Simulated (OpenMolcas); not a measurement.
# Re5+: ligand-field states by method

Re5+ with its 6 nearest fluoride ions at 1.86 Å, on the Ge site of Cs2GeF6 (a = 9.021 Å, distance in the model lattice 1.804 Å). The rest of the host is ab initio model potentials to 7.6 Å and point charges beyond; the distance is set by hand and nothing relaxes, and no local charge compensation is placed. Ligand basis ANO-RCC-VDZP.

* Program: OpenMolcas 26.06
* Basis: ANO-RCC-VTZP [8s7p5d3f2g1h]
* Scalar Hamiltonian: DKH2, point nucleus
* Active space: 2 electrons in 5 orbitals (5d)
* State averaging: 2S+1 = 3 even, 10 roots; 2S+1 = 1 even, 15 roots
* Spin-orbit coupling: RASSI with atomic mean-field integrals over the reference wave functions

I. CASSCF
II. SS-CASPT2, IPEA 0.25 Eh, imaginary shift 0.1 Eh (closed shells correlated: 5s 5p and the ligand valence shells)

Spin-free states (labels of O, the rotations of Oh) in cm-1, each column counted from its own energy of the first state listed:

| State | Degeneracy | I | II |
| --- | --- | --- | --- |
| 3T1 | 3 | 0 | 0 |
| 1T2 | 3 | 9378 | 6500 |
| 1E | 2 | 9927 | 6680 |
| 1A1 | 1 | 22634 | 16620 |
| 3T2 | 3 | 43464 | 43480 |
| 3T1 | 3 | 52251 | 50160 |

From I to II, I's first state of the same spin (3T2) moves from 43464 to 43480 cm-1, by about +13 cm-1.

From I to II, I's first state of another spin (1T2) moves from 9378 to 6500 cm-1, by about -2900 cm-1.

χT at 300 K: I 0.16, II 0.14 cm3 K/mol.

The states above are spin-free; spin-orbit coupling is strong here and shifts and splits them by thousands of cm-1.

Roots that are degenerate in the reference are averaged as groups; the widest CASPT2 spread within a group is 1100 cm-1 (the 3-fold group of multiplicity 1 near 52000 cm-1 above the lowest state of its run, II). Shifts and gaps below about the spread of the groups concerned are not significant. Over all roots computed the reference weight is 0.69 to 0.71 in II; a low but even weight reflects the number of correlated electrons. An orbital triplet at a regular site is open to Jahn-Teller coupling, which can distort the site and quench the lowest spin-orbit gaps and is left out. The least metal-like active orbital is 70 % on the metal (Löwdin) and no ligand orbital is active, so the numbers are rough. Ligand-to-metal charge-transfer states are missing. With no ligand orbital active B as a rule stays too high, so bands that hang on it stand too high and its fall with covalency is understated. Without dynamic correlation the repulsion within the d shell is too large (B by tens of per cent), so at a given field states of lower spin stand too high (holds for I). With metal d orbitals alone the field can be off either way by tens of per cent (holds for I). With one d shell and no ligand orbital active, 10Dq can be off by a tenth or more (holds for II). No measured value stands beside these numbers; the geometry was set by hand and not optimised.
